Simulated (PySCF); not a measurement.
Gas-phase reaction: 2 SnH₄ + SnHCl + Cl₂ ⇌ 3 SnH₃Cl

Method: PySCF energies (xtb for GFN2) plus ideal-gas RRHO corrections (1 bar). † marks an energy on the PBE0/def2-TZVP geometry and frequencies; other levels use their own. MP2 freezes the core. All species are closed-shell singlets. Sn: scalar-relativistic def2 core potential, no spin-orbit coupling. SnHCl, SnH₃Cl: computed as isolated molecules; such fragments, hydroxides, amides, oligomers or adducts are transient or little studied in the gas. MP2 isn't extrapolated to the basis-set limit; its ΔH°(298 K) is -404.9 kJ in def2-SVP and -383.4 kJ in def2-TZVPP. The harmonic model lacks anharmonicity and excited electronic states, which grow with temperature; levels with a mode under 35 cm⁻¹ are left out.

| level | ΔE electronic, kJ | ΔH°(298 K), kJ | ΔS°(298 K), J/K | ΔG°(2500 K), kJ |
|---|---|---|---|---|
| BLYP/def2-TZVP† | -310 | -302 | -125 | -18 |
| GFN2-xTB | -131 | -135 | -119 | 117 |
| MP2/def2-SVP† | -413 | -405 | -125 | -120 |
| PBE0/def2-SVP† | -381 | -373 | -125 | -88 |
| PBE0/def2-TZVP | -369 | -360 | -125 | -76 |
| LDA/def2-TZVP† | -365 | -357 | -125 | -72 |
ΔH° is lowest at MP2/def2-SVP† and highest at GFN2-xTB. No reference value is set beside these.
